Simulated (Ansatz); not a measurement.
`CBr` → HBr + `[CH2]` (triplet) at 600 K and 1 bar (formal loss of a carbene).

Isolated molecules relaxed with PBE0-D4/def2-TZVP in Ansatz; ΔE leaves out vibrations. CCSD(T)/CBS is the MP2 limit (def2-TZVPP, def2-QZVPP) plus CCSD(T) − MP2 in def2-TZVPP, frozen cores. This one scheme is used for every species. Triplets are unrestricted, without spin–orbit coupling. For Br outer-core shells are correlated without core-valence functions, which leaves a few kJ/mol of doubt a bond. Scalar relativity is left out up to krypton.

| species | CCSD(T)/CBS energy (Eh) | H − E (kJ/mol) | S (J/(mol·K)) |
| --- | --- | --- | --- |
| `CBr` | -2613.17401 | 124.2 | 281.5 |
| HBr | -2573.91920 | 33.5 | 219.1 |
| `[CH2]` (triplet) | -39.09499 | 66.5 | 220.8 |

H − E and S are ideal-gas, rigid-rotor, harmonic terms from PBE0-D4/def2-TZVP, with the whole ground term of open shells counted as degenerate. 1 Eh = 2625.50 kJ/mol, R = 8.31446 J/(mol·K).

**Question.** By hand: ΔE, ΔH, ΔS and ΔG.

**Answer.** ΔE = (-2573.91920) + (-39.09499) − (-2613.17401) = 0.15982 Eh = 419.6 kJ/mol. Δ(H − E) = 33.5 + 66.5 − 124.2 = -24.2, so ΔH = 395.4 kJ/mol. ΔS = 219.1 + 220.8 − 281.5 = 158.4 J/(mol·K). ΔG = 395.4 − 600 × (158.4)/1000 = 300.4 kJ/mol.

**Question.** By hand: the equilibrium constant, and the temperature at which ΔG would vanish if ΔH and ΔS stayed fixed.

**Answer.** log₁₀ K = −ΔG/(RT ln 10) = -26.2. ΔG = 0 at ΔH/ΔS = 2496 K.

The number of gas molecules changes by +1, which sets the sign of ΔS. A doubt of 5 kJ/mol in ΔE shifts log₁₀ K by 0.4 here. A triplet takes part, so the spin changes. These are equilibria of isolated gas molecules and say nothing of rates. Largest T1 diagnostic: 0.011 (customary marks: 0.02 for closed shells, 0.045 for open ones).
